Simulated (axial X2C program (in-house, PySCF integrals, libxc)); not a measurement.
Excited states of ZrO by EOM-EE-CCSD

Computed with an in-house all-electron X2C program for linear molecules (integrals from PySCF): two-component X2C with atomic mean-field Coulomb and Gaunt terms, Gaussian nuclei, basis Zr dyall-acv3z, O dyall-av3z with contracted cores.

R = 1.715 Å (near the PBE0 minimum at charge 0 of the determinant lowest at the starting distance; the state shown can have its own minimum elsewhere, which is not the closed-shell reference).

Hartree–Fock spinors of ZrO (one of each Kramers pair; a window near the gap, which can cut inner shells):

```csv
ω,occupied,ε (eV),character
1/2,yes,-31.69,"61% O s, 15% Zr p, 12% Zr d"
1/2,yes,-13.77,"69% O p, 22% Zr d, 3% Zr p"
1/2,yes,-13.47,"72% O p, 19% Zr d, 4% Zr f"
3/2,yes,-13.44,"72% O p, 19% Zr d, 4% Zr f"
1/2,yes,-6.74,"66% Zr s, 11% O p, 9% Zr p"
1/2,no,0.09,"85% Zr p, 10% Zr d, 5% O p"
3/2,no,0.11,"86% Zr p, 9% Zr d, 4% O p"
1/2,no,0.24,"71% Zr p, 25% Zr s, 3% Zr d"
1/2,no,0.47,"71% Zr s, 27% Zr p"
1/2,no,0.50,"88% Zr p, 9% Zr d, 4% O p"
3/2,no,0.52,"86% Zr p, 9% Zr d, 4% O p"
```

Vertical excitation energies from the closed-shell determinant state of ZrO:

```tsv
Ω	excitation (eV)	cm⁻¹	hole of the leading pair	particle of the leading pair	weight of the pair (for Ω = 0 its time-reversed partner can hold as much again)	singles weight
1	0.170	1369	65% Zr sσ, 10% O pσ, 9% Zr dσ	98% Zr dδ	0.97	0.97
2	0.390	3146	65% Zr sσ, 10% O pσ, 9% Zr pσ	98% Zr dδ	0.84	0.96
3	0.956	7709	65% Zr sσ, 10% O pσ, 9% Zr dσ	98% Zr dδ	0.98	0.98
```

This point took 83 s on 1 thread of Arm Neoverse V1, on a shared host.

Reference electrons by ω block (each with its −ω partner): 1/2: 17, 3/2: 6, 5/2: 1. 18 electrons of ZrO correlated (inner shells frozen), 84 natural virtual spinors (a truncated set); levels can be off by some tenths of an eV. Roots sought by Ω: (0: 5, 1: 4, 2: 3, 3: 1); the list ends where they run out and leaves out roots under 60 % singles weight. The solver can skip a root, and states that need a further excitation, which the method places far too high, are missing though they may lie low or lowest. T1 of the reference 0.028 (Lee–Taylor). Number of frozen shells: Zr 3 s, 2 p, 1 d; O 1 s. The closed-shell reference lies 0.24 eV above the lowest PBE0 determinant. Large amplitudes in the reference (orbital relaxation or multireference character) lower the reliability.
